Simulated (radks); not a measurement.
Q: Br+, configuration [Ar] 3d10 4s1.75 4p4 5s0.25 (fractional occupations, a model configuration). Calculated with a radial shooting solver on a logarithmic mesh with Libxc functionals: Dirac Kohn-Sham, PBE, spin-unpolarised, spherical densities, point nucleus; open shells fill j = l - 1/2 first. Some entries of the table are withheld. Estimate them.

orbital,occ.,eigenvalue (eV),<r> (bohr)
1s1/2,2,-13326.69,0.04275
2s1/2,2,-1745.359,0.1893
2p1/2,2,(1),(2)
2p3/2,4,(3),(4)
3s1/2,2,-250.9932,0.5512
3p1/2,2,(5),0.5568
3p3/2,4,(6),0.5673
3d3/2,4,-80.3258,0.5872
3d5/2,6,-79.2391,0.5912
4s1/2,1.75,-31.7544,1.623
4p1/2,2,-19.0648,1.912
4p3/2,2,-18.4766,1.948
5s1/2,0.25,-6.2115,4.659
4d3/2,0,-4.3228,3.974
4d5/2,0,-4.3013,3.996
5p1/2,0,-4.1013,5.892
5p3/2,0,-4.0390,5.968

A: 
(1) 2p1/2 eigenvalue (eV): -1572.993
(2) 2p1/2 <r> (bohr): 0.1627
(3) 2p3/2 eigenvalue (eV): -1525.488
(4) 2p3/2 <r> (bohr): 0.1666
(5) 3p1/2 eigenvalue (eV): -191.0624
(6) 3p3/2 eigenvalue (eV): -184.2255
